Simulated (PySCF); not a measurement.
**MoO(OH), quartet: computed properties**

All numbers come from UPBE0 in PySCF with Mo def2-TZVP with ECP28, O def2-TZVP, H def2-TZVP; scalar-relativistic core potentials, no spin–orbit coupling; density-fitted integrals.

The structure is a minimum.

```xyz
4
charge 0 multiplicity 4, angstrom
Mo    0.0383   -0.0807   -0.1263
O     1.6399    0.1607    0.3016
O    -1.7362    0.2855    0.3999
H    -2.2137    0.7356    1.0964
```

| Quantity | Value |
| --- | --- |
| Point group | Cs |
| Bond lengths | Mo–O 1.675 Å, Mo–O 1.887 Å, O–H 0.957 Å |
| Bond angles | H–O–Mo 139.8°, O–Mo–O 143.1° |
| Zero-point energy | 41.1 kJ/mol |
| Principal polarisabilities | 44.8, 47.7, 55.4 bohr³ |
| Heat capacity Cp at 298.15 K | 56.3 J/(mol K) |
| Entropy at 298.15 K and 1 bar (electronic part: spin only) | 294.2 J/(mol K) |
| Dipole moment | 2.38 D |
| Highest occupied level (α) | -6.00 eV |
| Rotational constants | 1.895, 0.1736, 0.159 cm⁻¹ |
| Atomisation energy without zero-point energy | 1404 kJ/mol |
| Lowest empty level (β) | -2.29 eV |
| Principal quadrupole moments (Buckingham, traceless) about the centre of mass | -9.05, 1.53, 7.52 D Å |
| Rotational symmetry number | 1 |
| Spin squared ⟨S²⟩ | 3.777 |
| Enthalpy at 298.15 K above 0 K | 13.03 kJ/mol |

Harmonic modes (masses in u: Mo 97.905, O 15.995, H 1.008):
| symmetry | ω (cm⁻¹) | IR (km/mol) |
| --- | --- | --- |
| a' | 174 | 9.0 |
| a'' | 459 | 85.7 |
| a' | 555 | 155 |
| a' | 714 | 96.3 |
| a' | 1027 | 224 |
| a' | 3938 | 202 |

Charges (e):
```tsv
atom	Mulliken	Löwdin	polar tensor	spin (Mulliken)	Mayer order to Mo1
Mo1	1.01	0.52	1.21	3.14	–
O2	-0.58	-0.32	-0.73	-0.11	2.10
O3	-0.77	-0.37	-0.80	-0.03	0.89
H4	0.34	0.16	0.32	0.00	0.02
```
Other Mayer orders above 0.3: O–H 0.88.

Mulliken populations on Mo1 (electrons outside its core potential): s 2.61, p 6.20, d 4.13, f 0.05.

Outer orbital energies (eV). α occupied: -11.13, -10.97, -10.40, -9.84, -9.77, -7.27, -7.23, -6.00; empty: -1.92, -1.18, -0.03, -0.03. β occupied: -27.72, -25.33, -14.73, -10.90, -10.76, -10.12, -9.70, -9.62; empty: -2.29, -1.86, -1.79, -0.87.

Other isomers or separated fragments may lie lower. Other spin states or occupations of the open shell can lie lower.

The final relaxation and frequency run took 56 s on 4 threads of a shared Arm Neoverse V1 host, with 108 basis functions and 20 gradients; the process peaked at 1.3 GiB. Launch command: `OMP_NUM_THREADS=4 python axn.py task.json out`.
